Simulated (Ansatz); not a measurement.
`CC(C)[O][MgH]` + `C[N](C)[Sn][F]` → `C[N](C)[MgH]` + `CC(C)[O][Sn][F]`  (redistribution)

Gas-phase electronic energies from Ansatz, PBE0-D4/def2-TZVP geometries. CBS: MP2 limit from def2 TZ/QZ plus the TZ coupled-cluster correction, frozen cores. DFT in def2-TZVPP. def2 core potentials past Kr. For Mg, Sn outer-core shells are correlated without core-valence functions, which leaves a few kJ/mol of doubt a bond. One conformer a species, not always the lowest.

| species | PBE energy (Eh) |
| --- | --- |
| `CC(C)[O][MgH]` | -394.15584 |
| `C[N](C)[Sn][F]` | -448.59964 |
| `C[N](C)[MgH]` | -334.97312 |
| `CC(C)[O][Sn][F]` | -507.76211 |

Problem. Work out ΔE.

Solution. ΔE = (-334.97312) + (-507.76211) − (-394.15584) − (-448.59964) = 0.02025 Eh = +53.2 kJ/mol. CCSD(T)/CBS gives +59.1 kJ/mol.

Largest T1 diagnostic among the species: 0.017.

From PBE to PBE0 (25 % exact exchange), in def2-TZVPP and without D4, ΔE moves by +3.1 kJ/mol.
